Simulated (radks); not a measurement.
The numbers below are computed, except where a source is named.
Isoelectronic series with 3 electrons, all held in the configuration [He] 2s1, which need not be the ground one along the series. Code: a radial shooting solver on a logarithmic mesh with Libxc functionals. Model: Dirac Kohn-Sham, PBE, spin-unpolarised, spherical densities, point nucleus. Total energies (hartree) and mean radii <r> (bohr) (* marks an orbital that is empty in some or all of the ions):

| ion | E (hartree) | 2p3/2* | 2p1/2* | 2s1/2 | 1s1/2 |
|---|---|---|---|---|---|
| N4+ | -48.30321 | 0.9617 | 0.9610 | 1.054 | 0.2283 |
| O5+ | -64.15806 | 0.8043 | 0.8035 | 0.8947 | 0.1981 |
| F6+ | -82.27398 | 0.6915 | 0.6907 | 0.7775 | 0.1749 |
| Ne7+ | -102.65398 | 0.6067 | 0.6057 | 0.6876 | 0.1566 |
| Mg9+ | -150.22017 | 0.4874 | 0.4862 | 0.5584 | 0.1294 |
| Al10+ | -177.41436 | 0.4438 | 0.4426 | 0.5104 | 0.1191 |
| Si11+ | -206.88858 | 0.4074 | 0.4061 | 0.4699 | 0.1102 |
| P12+ | -238.64781 | 0.3765 | 0.3751 | 0.4354 | 0.1026 |
| S13+ | -272.69742 | 0.3500 | 0.3485 | 0.4055 | 0.09598 |
| Cl14+ | -309.04320 | 0.3269 | 0.3254 | 0.3795 | 0.09013 |
| Ar15+ | -347.69134 | 0.3068 | 0.3051 | 0.3565 | 0.08495 |
| K16+ | -388.64843 | 0.2889 | 0.2872 | 0.3362 | 0.08032 |
